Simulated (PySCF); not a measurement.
A calculated (PBE, PySCF 2.14, dyall-acv3z, no relativity, point nucleus) atom or ion has these occupied shells.

```tsv
shell	electrons	orbital energy (eV)	rms radius, mean of both spins (bohr)
1s α	1	-532.96	0.232
1s β	1	-530.78	0.232
2s α	1	-41.520	1.20
2s β	1	-35.638	1.20
2p α	3	-26.369	1.22
```

(1) Name the element and its charge.

## Answers

(1) O⁺ (oxygen, charge +1), in [He] 2s2 2p3, high-spin 4S determinant.
